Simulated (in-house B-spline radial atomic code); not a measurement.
RPA and G0W0 for Br⁶⁺, [Ar] 3d10 4s1, highest spin, as one setting changes: the share of exact exchange in the PBE hybrid start. A dash marks a level of low quasi-particle weight. Computed with a B-spline radial code for spherical atoms: all electrons, scalar-relativistic (spin-free one-electron X2C), finite nucleus, each spin shell either full or empty, empty states to l = 9 with an (l + 1/2)⁻⁴ tail; G0W0 by contour deformation at full frequency.

```csv
share of exact exchange in the PBE hybrid start,mean-field level (eV),G0W0 level (eV),RPA correlation (Eh)
0,-96.95,4s up -104.04,-2.2182
0.1,-97.51,4s up -103.98,-2.1994
0.2,-98.07,4s up -103.91,-2.1811
0.3,-98.63,4s up -103.85,-2.1633
0.4,-99.19,4s up -103.80,-2.146
0.5,-99.74,4s up -103.74,-2.1291
0.6,?,?,?
0.7,?,?,?
0.8,-101.40,4s up -103.58,-2.0808
0.9,-101.95,4s up -103.53,-2.0655
1,-102.50,4s up -103.48,-2.0504
```

Question: What belongs in the row for 0.6?

Answer: mean-field level (eV): -100.30; G0W0 level (eV): 4s up -103.68; RPA correlation (Eh): -2.1126.

Question: What belongs in the row for 0.7?

Answer: mean-field level (eV): -100.85; G0W0 level (eV): 4s up -103.63; RPA correlation (Eh): -2.0965.
